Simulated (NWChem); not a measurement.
System: CH₄O₂Si; SMILES [SiH3]OC=O

```xyz
8

O     -0.7352    -1.5818     0.0000
C      0.4379    -1.2941     0.0000
O      0.9177    -0.0400     0.0000
Si    -0.2108     1.2567     0.0000
H      1.2571    -2.0282     0.0000
H     -1.0437     1.2241    -1.2237
H     -1.0437     1.2241     1.2237
H      0.6642     2.4506     0.0000
```
Atoms are numbered in this order, from 1.

All runs: NWChem. All runs use the structure optimised with B3LYP/6-31G* (spherical d). Level: M05-2X/def2-SVP with SMD (1 M gas to 1 M solution), gas-phase geometry. Reactions with the solvent are ignored.

| solvent | dielectric constant | solvation free energy (kcal/mol) | cavity-dispersion-structure term (kcal/mol) | dipole in solution (D) |
|---|---|---|---|---|
| water | 78.4 | -1.4 | 4.7 | 2.02 |
| ethanol | 24.9 | -2.7 | 2.9 | 1.96 |
| dichloromethane | 8.93 | -2.6 | 0.8 | 1.78 |
| dimethyl sulfoxide | 46.8 | -2.8 | 0.4 | 1.77 |
| diethyl ether | 4.24 | -3.2 | -0.7 | 1.70 |
